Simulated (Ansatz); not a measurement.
C7H9N can be A, `Cc1cccc(N)c1`, or B, `Cc1ccncc1C`.

Calculated with Ansatz (gas phase, PBE0-D4/def2-TZVP geometries, no zero-point term in ΔE). CCSD(T)/CBS is the MP2 limit (def2-TZVPP, def2-QZVPP) plus CCSD(T) − MP2 in def2-TZVPP, frozen cores. DFT in def2-TZVPP. B3LYP here is the variant with VWN-RPA as its local correlation; programs differ in this. Each species was taken in one conformer, which may not be the lowest.

Question: Which is lower in electronic energy at CCSD(T)/CBS, and by how much? (Best estimate.)

Answer: The calculation gave: A, by 17.0 kJ/mol.

Question: Give E(B) − E(A) in kJ/mol with BLYP-D4, CCSD/def2-TZVPP, HF/def2-TZVPP, B3LYP, PBE0-D4, B3LYP-D4, LDA (SPW92). (Best estimate.)

Answer: The calculation gave: BLYP-D4 16.7, CCSD/def2-TZVPP 13.9, HF/def2-TZVPP 15.0, B3LYP 19.8, PBE0-D4 21.4, B3LYP-D4 18.6, LDA (SPW92) 29.2. None reverses the order clearly.

Largest T1 diagnostic: 0.011.

Leaving LDA and LC-ωPBE aside and taking each functional with its dispersion term where it has one, the values, not all of them listed here, spread over 9.2 kJ/mol, from ωB97X-V to r2SCAN0-D4. LDA lies +8.2 kJ/mol from PBE without D4. At CCSD(T), def2-SVP lies −14.3 kJ/mol from the extrapolated value and def2-TZVPP −4.7 kJ/mol.
